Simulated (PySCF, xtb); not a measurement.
cyclopenta-2,4-dien-1-one (C₅H₄O), SMILES O=C1C=CC=C1.

Harmonic wavenumbers (cm⁻¹) from GFN2-xTB (xtb) at its own minimum, in rising order: 168, 427, 464, 619, 647, 728, 786, 834, 874, 876, 879, 1012, 1060, 1072, 1080, 1213, 1274, 1590, 1640, 1775, 3126, 3133, 3164, 3164.

### Question
What does PBE-D3(BJ)/def2-SVP (PySCF 2.14.0) give at its own minimum? (An estimate is asked for; the answer gives what the named calculation found.)

### Answer
206, 436, 451, 633, 641, 701, 715, 824, 829, 935, 942, 955, 1037, 1041, 1100, 1249, 1301, 1554, 1621, 1768, 3143, 3153, 3189, 3191. Paired by order, the mean absolute difference is 29 cm⁻¹ and the zero-point energies are 45.2 and 45.2 kcal/mol.
